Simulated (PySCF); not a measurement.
Excitations are Tamm–Dancoff values on a coarser integration grid. The basis has no diffuse functions, so Rydberg states are missing or too high.

Cartesian coordinates (Å):
```xyz
8

C      2.3227     0.7522    -0.1912
C      1.1276     0.5948    -0.1260
Si    -0.6598     0.4002    -0.0338
C     -1.4184    -1.0985     0.2083
H      3.3791     0.8843    -0.2476
H     -1.3934     1.6697    -0.1893
H     -2.4975    -1.1827     0.2594
H     -0.8604    -2.0201     0.3202
```
Charge 0, multiplicity 1.

Give the S1 excitation (TDA), brightest of the four lowest singlets (TDA) and LUMO at the level ωB97X-D3(BJ)/def2-TZVP // PBE0-D3(BJ)/def2-TZVP run with PySCF.


```json
{
 "S1 excitation (TDA)": "5.14 eV",
 "brightest of the four lowest singlets (TDA)": "5.14 eV",
 "LUMO": "0.40 eV"
}
```
